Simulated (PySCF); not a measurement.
# Radial density of Lu (lutetium, neutral)

UHF, [Xe] 4f14 6s2 6p1, 2P determinant (an excited configuration). Calculation: PySCF 2.14, in ANO-RCC-VTZP (8s7p5d3f2g1h, 104 functions); scalar relativity by spin-free X2C-1e.

```
r (bohr)  4πr²ρ (e/bohr)  4πr²(ρα − ρβ)
  0.0195           88.69         0.0014
  0.0327           92.12         0.0031
  0.0551           128.2         0.0018
  0.0926           102.6        -0.0004
   0.156           115.7         0.0052
   0.262           67.17        -0.0006
   0.441           68.40         0.0086
   0.742           31.38         0.0101
    1.25           11.65         0.0297
    2.10           2.252        -0.0018
    3.53          0.9162         0.2386
    5.94          0.2628         0.1571
    9.98         0.01120         0.0104
    16.8       3.249e-05         0.0000
```

Densities and radii are taken from the X2C orbitals without a picture-change correction, which distorts them close to the nucleus.

Spin-orbit coupling, absent here, splits the open shell strongly. ⟨S²⟩ = 0.96 against 0.75 shows spin contamination.
